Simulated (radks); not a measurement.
Values are calculated unless marked as measured or tabulated.
Initial-state core-level shifts of the osmium ion Os2+ when its valence configuration changes from [Xe] 4f14 5d6. Level of theory: scalar-relativistic Kohn-Sham, PBE, spin-unpolarised, spherical densities, point nucleus (a radial shooting solver on a logarithmic mesh with Libxc functionals). Shifts are changes of the shell-averaged eigenvalues in eV (positive: less bound).

| valence | 2p | 3s | 3d | 4s |
|---|---|---|---|---|
| 4f13 5d6 6s1 | -15.562 | -17.309 | -17.152 | -15.675 |
| 4f14 5d5 6p1 | -5.045 | -5.002 | -5.016 | -4.981 |
| 4f13 5d6 6p1 | -17.090 | -18.851 | -18.691 | -17.220 |
| 4f13 5d7 | -11.852 | -13.656 | -13.482 | -12.056 |
| 4f11 5d7 6p2 | -48.608 | -54.325 | -53.811 | -48.440 |
| 4f14 5d5 6s1 | -3.522 | -3.468 | -3.484 | -3.443 |
| 4f13.5 5d6.5 | -5.854 | -6.738 | -6.653 | -5.977 |
| 4f12.5 5d6.5 6p1 | -23.324 | -26.040 | -25.790 | -23.486 |
| 4f14 5d5.5 6s0.5 | -1.729 | -1.704 | -1.712 | -1.693 |
